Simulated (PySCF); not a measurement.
PySCF 2.14 output of a UHF calculation on a single atom or ion in aug-cc-pVTZ with one added diffuse shell each of s, p, d, f type (6s5p4d3f, 62 functions), with no relativity, point nucleus:

```
SCF conv_tol = 1e-09
number electrons alpha = 6  beta = 2
cycle= 1 E= -124.152485148328  delta_E= -0.00302  |g|= 0.0189  |ddm|= 0.037
cycle= 2 E= -124.15255430489  delta_E= -6.92e-05  |g|= 0.00296  |ddm|= 0.00776
cycle= 3 E= -124.152558759283  delta_E= -4.45e-06  |g|= 0.000417  |ddm|= 0.00307
cycle= 4 E= -124.152559129212  delta_E= -3.7e-07  |g|= 0.000107  |ddm|= 0.00111
cycle= 5 E= -124.152559153902  delta_E= -2.47e-08  |g|= 5.82e-06  |ddm|= 0.000359
cycle= 6 E= -124.152559153918  delta_E= -1.59e-11  |g|= 1.21e-06  |ddm|= 1.06e-05
converged SCF energy = -124.152559153918  <S^2> = 6.0012348  2S+1 = 5.0004939
```

The run itself started from symmetry-adapted Hartree-Fock orbitals and held the occupation by maximum overlap, so the iterations belong to that start.

**Question.** Which element, charge and spin multiplicity is this?

**Answer.** Ne²⁺ (neon, charge +2), multiplicity 5; the state was [He] 2s1 2p4 3s1, high-spin 5P determinant (an excited configuration).

The outer electron is Rydberg-like, and this basis confines it to a smaller radius and binds it less than a complete one would.
